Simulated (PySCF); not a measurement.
## [IrS2]-: one-bond stretch

Computed with PBE0/[Ir def2-SVPD with ECP60, S def2-SVPD], scalar-relativistic core potentials, density fitting, no spin–orbit coupling, PySCF.

Rigid scan from the singlet minimum (Ir–S 2.099 Å (×2); S–Ir–S 159.7°). Coordinate: the bond from Ir to the last atom (S) scaled, the rest fixed. Energies in kJ/mol from the minimum.

(1) Predict the curve at 0.92, 0.96, 1.00, 1.05, 1.12, 1.20, 1.35, 1.55, 1.80, 2.20.

## Answers

(1) 
```tsv
scale of one bond	E (kJ/mol)	dipole size (D, about the centre of mass)
0.92	46.9	1.26
0.96	10.2	0.69
1.00	0.0	0.38
1.05	11.8	0.91
1.12	54.9	1.90
1.20	121.4	2.99
1.35	252.7	4.77
1.55	397.1	–
1.80	513.4	–
2.20	578.3	–
```

At long bonds a restricted determinant can lie too high, and another spin state can fall below this curve.

Spin–orbit coupling, left out here, can matter for elements this heavy.

Other isomers or separated fragments may lie lower.

The scan took 30 s on 2 threads of a shared Arm Neoverse V2 host; the process peaked at 0.84 GiB.
